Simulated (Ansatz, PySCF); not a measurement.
This PySCF input computes a r2SCAN/def2-TZVPD energy:

```python
from pyscf import gto, scf, dft

mol = gto.M(
    atom='''
    In    0.00000000    0.00000000    0.00000000
    O    -0.00000000   -0.00000000   -1.87774827
    O     0.00000000    0.00000000    1.87774827
    ''',
    basis='def2-tzvpd',
    ecp='def2-tzvp',
    charge=0,
    spin=1,
    symmetry='D2h',
    verbose=4,
)

mf = dft.UKS(mol, xc='r2scan').density_fit(auxbasis='def2-universal-jkfit')
mf.grids.level = 4
mf.conv_tol = 1e-9
mf.max_cycle = 100
mf.max_memory = 1500
mf.kernel()
if not mf.converged:
    mf = mf.newton()
    mf.kernel(mf.make_rdm1())
mf.analyze()
```

### Question
Write an input for the same energy in Ansatz (a first-principles code) and say what it gives.

### Answer

Ansatz 0.2 input:
```yaml
crystal:
  periodic: [false, false, false]
  atoms:
    - {symbol: In, position_ang: [0.00000000, 0.00000000, 0.00000000]}
    - {symbol: O, position_ang: [-0.00000000, -0.00000000, -1.87774827]}
    - {symbol: O, position_ang: [0.00000000, 0.00000000, 1.87774827]}
basis:
  gaussian:
    orbitals: def2-TZVPD
hamiltonian:
  xc: {name: r2SCAN}
magnetization: {spin_polarized: true, initial_magnetization: 1}
output: {forces: true}
```
It gives -340.54206 Eh, and PySCF -340.54215 Eh, a difference of 0.09 mEh, from the treatment of integrals and grids.

It need not be the lowest isomer of its formula.
